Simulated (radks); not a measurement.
Values are calculated unless marked as measured or tabulated.
Q: The mean radii <r> (bohr) of the occupied orbitals of an atom or ion are listed with their occupations. Code: a radial shooting solver on a logarithmic mesh with Libxc functionals. Model: scalar-relativistic Kohn-Sham, PBEsol, spin-polarised, spherical densities, point nucleus.

orbital  occ.      <r>
1s up       1  0.02611
1s down     1  0.02611
2s up       1   0.1107
2s down     1   0.1107
2p up       3  0.09673
2p down     3  0.09671
3s up       1   0.2693
3s down     1   0.2698
3p up       3   0.2614

Name the element and its charge. Open shells, if any, are filled with parallel spins first.

A: Z = 55, caesium, charge +40: Cs40+ in [Ne] 3s2 3p3. The 1s radius gives Z: for a bare nucleus <r> = (2 gamma + 1)/(2Z) with gamma = sqrt(1 - (Z/c)^2), 0.02574 bohr for Z = 55, and screening makes it slightly larger (0.02611 here). The occupations add up to 15, and the charge is Z minus that.
